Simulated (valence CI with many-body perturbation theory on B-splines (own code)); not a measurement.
**Hyperfine factors and g values of Re36+**

Calculated by configuration interaction combined with many-body perturbation theory (CI+MBPT): three valence electrons over a frozen Dirac-Fock core [Kr], radial functions for each j: 7 s, 7 p, 8 d, 6 f, 4 g, 1 h, with the one-electron correlation potential Σ1, the two-electron term Σ2, the three-electron term Σ3, Breit, model QED; selected CI, second order for the rest, scaled by the run's own slope (own B-spline code, finite nucleus).

No measured spectrum was set against this ion. As an estimate, large intervals hold to a few tenths of a per cent, small ones and those within an open d or f shell to about a per cent. The list stops below the first excitations out of the core.

A/g_I is the dipole constant over the nuclear g factor μ/I (μ in nuclear magnetons, uniformly magnetised nucleus), B/Q the quadrupole constant per barn. Both hold the static response of the core; the bare values leave it out. Large factors of s and p1/2 electrons are usually good to 5 to 10 %; those of open d and f shells near neutrality can be off by tens of per cent, and small factors of p3/2, d and f electrons come from cancelling terms and can be off by a factor of two or in sign, in half-filled shells by more. B is blank for J = 1/2, where it vanishes, and for nearly pure S terms. Energies count from the lowest level.

Levels are named by their leading jj configuration (3d3/2^4 stands for four electrons in 3d with j = 3/2), which in mixed levels can hold well under half, so a name can repeat and another be missing. Letters in brackets count levels of one name in rising energy.

| Level | E (cm⁻¹) | g | A/g_I (MHz) | A/g_I bare | B/Q (MHz/b) | B/Q bare |
| --- | --- | --- | --- | --- | --- | --- |
| (4d3/2^3) J=3/2 | 0 | 0.693 | 28800 | 27700 | -17100 | -16600 |
| (4d3/2^2 4d5/2) J=5/2 [a] | 132140 | 1.053 | 16000 | 15800 | -9140 | -8870 |
| (4d3/2^2 4d5/2) J=3/2 | 151830 | 1.201 | 12500 | 12700 | -4190 | -4040 |
| (4d3/2^2 4d5/2) J=7/2 | 163880 | 1.055 | 17200 | 17000 | 6080 | 5830 |
| (4d3/2^2 4d5/2) J=9/2 | 166620 | 1.050 | 17900 | 17700 | 19800 | 19000 |
| (4d3/2^2 4d5/2) J=1/2 | 168170 | 1.857 | -14000 | -12100 |  |  |
| (4d3/2^2 4d5/2) J=5/2 [b] | 234440 | 1.293 | 9500 | 9940 | 28400 | 27400 |
| (4d3/2 4d5/2^2) J=7/2 [a] | 294090 | 1.106 | 13100 | 13100 | -1020 | -1000 |
| (4d3/2 4d5/2^2) J=9/2 | 308270 | 1.138 | 13400 | 13500 | 6000 | 5720 |
| (4d3/2 4d5/2^2) J=3/2 [a] | 322200 | 1.128 | 15100 | 15100 | -18000 | -17300 |
| (4d3/2 4d5/2^2) J=1/2 | 331340 | 1.472 | -5670 | -4690 |  |  |
| (4d3/2 4d5/2^2) J=5/2 [a] | 337740 | 1.255 | 5020 | 5410 | 23900 | 23100 |
| (4d3/2 4d5/2^2) J=11/2 | 339290 | 1.087 | 15300 | 15200 | 38200 | 36800 |
| (4d3/2 4d5/2^2) J=5/2 [b] | 361190 | 1.103 | 16100 | 16100 | -8400 | -8100 |
| (4d3/2 4d5/2^2) J=7/2 [b] | 366130 | 1.097 | 15700 | 15600 | 7810 | 7580 |
| (4d3/2 4d5/2^2) J=3/2 [b] | 422830 | 0.932 | 24400 | 23900 | 22300 | 21500 |
| (4d5/2^3) J=9/2 | 468460 | 1.154 | 11000 | 11200 | 3780 | 3650 |
| (4d5/2^3) J=3/2 | 511520 | 1.091 | 12700 | 12700 | 3580 | 3440 |
| (4d5/2^3) J=5/2 | 543840 | 1.162 | 11100 | 11200 | 3630 | 3500 |

(1) Take the isotope of mass number 185, with I = 5/2, μ = 3.176 μN and Q = 2.07 b. What is the hyperfine structure of (4d3/2 4d5/2^2) J=7/2 [a]?

Answers

(1) From the table A = 16700 MHz, B = -2110 MHz. Shifts from the centre of gravity in MHz: F = 1: -189000, F = 2: -155000, F = 3: -104000, F = 4: -36900, F = 5: 46500, F = 6: 146000.
